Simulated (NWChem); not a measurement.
Everything below was run with NWChem. System: C2H2N3, charge 0, spin multiplicity 2, at a geometry optimised with UPBE0/def2-SVP. The structure started from a generated list of species. Its SCF solution wasn't tested for a lower state. Level: UB3LYP/def2-SVPD, VWN1-RPA local correlation.

Input file:

```
start mol
memory heap 200 mb stack 900 mb global 1100 mb
geometry units angstroms nocenter noautoz
  C      0.613100     0.963996     0.000000
  N     -0.667194     1.033577     0.000000
  C     -1.026784    -0.284471     0.000000
  N     -0.015853    -1.129668     0.000000
  N      1.047620    -0.302157     0.000000
  H     -2.062025    -0.623748     0.000000
  H      1.992122    -0.665664     0.000000
  symmetry group Cs
end
basis spherical
  * library def2-svpd
end
dft
  xc b3lyp
  odft
  mult 2
  semidirect memsize 60000000 filesize 0
  iterations 100
end
task dft energy
```

Part of the output:

```
             Northwest Computational Chemistry Package (NWChem) 7.3.0
             --------------------------------------------------------

                                NWChem Input Module
                                -------------------

 Scaling coordinates for geometry "geometry" by  1.889725989
 (inverse scale =  0.529177249)

 Turning off AUTOSYM since
 SYMMETRY directive was detected!

                             Geometry "geometry" -> ""
                             -------------------------

 Output coordinates in angstroms (scale by  1.889725989 to convert to a.u.)

  No.       Tag          Charge          X              Y              Z
 ---- ---------------- ---------- -------------- -------------- --------------
    1 C                    6.0000     0.61310000     0.96399600     0.00000000
    2 N                    7.0000    -0.66719400     1.03357700     0.00000000
    3 C                    6.0000    -1.02678400    -0.28447100     0.00000000
    4 N                    7.0000    -0.01585300    -1.12966800     0.00000000
    5 N                    7.0000     1.04762000    -0.30215700     0.00000000
    6 H                    1.0000    -2.06202500    -0.62374800     0.00000000
    7 H                    1.0000     1.99212200    -0.66566400     0.00000000

 Effective nuclear repulsion energy (a.u.)     157.7247669034

            Nuclear Dipole moment (a.u.)
            ----------------------------
        X                 Y               Z
 ---------------- ---------------- ----------------
     0.0000075589     0.0000037795     0.0000000000

      Symmetry information
      --------------------

 Group name             Cs
 Group number              2
 Group order               2
 No. of unique centers     7

      Symmetry unique atoms

     1    2    3    4    5    6    7


 Summary of "ao basis" -> "" (spherical)
 ------------------------------------------------------------------------------
       Tag                 Description            Shells   Functions and Types
 ---------------- ------------------------------  ------  ---------------------
[...]
 overlap   0.987  0.999  0.988  0.934  0.997  0.899  0.871  0.996  0.963  0.996

   alpha     21     22     23     24     25     26     27     28     29     30
    beta     21     22     23     24     25     26     27     28     29     30
 overlap   0.964  1.000  0.932  0.932  0.999  0.997  1.000  0.998  1.000  0.998

   alpha     31     32     33     34     35     36     37     38     39     40
    beta     31     32     33     34     35     36     37     38     39     40
 overlap   0.979  0.975  0.998  0.995  0.999  0.999  0.997  0.995  0.999  0.999

   alpha     41     42     43     44     45     46     47     48     49     50
    beta     41     42     43     44     45     46     47     48     49     50
 overlap   0.996  0.996  0.997  0.996  0.997  1.000  0.978  0.998  1.000  0.974

   alpha     51     52     53     54     55     56     57     58     59     60
    beta     51     52     54     53     55     56     57     58     59     60
 overlap   0.977  0.988  0.979  1.000  0.952  0.964  1.000  0.999  1.000  0.999

   alpha     61     62     63     64     65     66     67     68     69     70
    beta     61     62     63     64     65     66     67     68     69     70
 overlap   0.999  0.995  0.999  0.998  0.994  0.967  0.979  0.997  0.986  0.982

   alpha     71     72     73     74     75     76     77     78     79     80
    beta     71     72     73     74     75     76     77     78     79     80
 overlap   0.984  1.000  0.999  1.000  1.000  0.999  1.000  1.000  1.000  0.999

   alpha     81     82     83     84     85     86     87     88     89     90
    beta     81     82     83     84     85     87     86     88     89     90
 overlap   0.991  0.991  1.000  0.999  1.000  0.988  1.000  0.967  0.796  1.000

   alpha     91     92     93     94     95     96     97     98     99    100
    beta     91     92     93     94     95     96     97     98     99    100
 overlap   0.802  0.953  0.950  0.984  1.000  0.990  0.999  0.996  0.987  0.987

   alpha    101    102    103    104    105    106    107    108    109    110
    beta    101    102    103    104    105    106    107    108    109    110
 overlap   0.998  1.000  0.999  0.999  0.998  0.983  0.983  0.999  1.000  1.000

   alpha    111    112    113    114    115    116
    beta    111    112    113    114    115    116
 overlap   1.000  0.999  1.000  0.999  0.999  0.999

     --------------------------
     Expectation value of S2:
     --------------------------
      <S2> =      0.7563 (Exact =     0.7500)

 center of mass
 --------------
 x =   0.00195802 y =   0.03550563 z =   0.00000000

 moments of inertia (a.u.)
 ------------------
         168.000402058484          11.721819213776           0.000000000000
          11.721819213776         168.026809243464           0.000000000000
           0.000000000000           0.000000000000         336.027211301948

     Multipole analysis of the density
     ---------------------------------

     L   x y z        total         alpha         beta         nuclear
     -   - - -        -----         -----         ----         -------
     0   0 0 0     -0.000000    -18.000000    -17.000000     35.000000

     1   1 0 0      0.774792     -0.254576      1.029361      0.000008
     1   0 1 0     -0.239252     -1.261830      1.022575      0.000004
     1   0 0 1     -0.000000     -0.000000     -0.000000      0.000000

     2   2 0 0    -15.980146    -59.141729    -55.406601     98.568184
     2   1 1 0      0.603793      1.438715      5.088892     -5.923813
     2   1 0 1     -0.000000     -0.000000     -0.000000      0.000000
     2   0 2 0    -25.152789    -58.704805    -51.951950     85.503967
     2   0 1 1     -0.000000     -0.000000     -0.000000      0.000000
     2   0 0 2    -21.653808    -11.188187    -10.465621      0.000000

 Task  times  cpu:        7.3s     wall:        7.3s

 Total times  cpu:        7.3s     wall:        7.3s
```
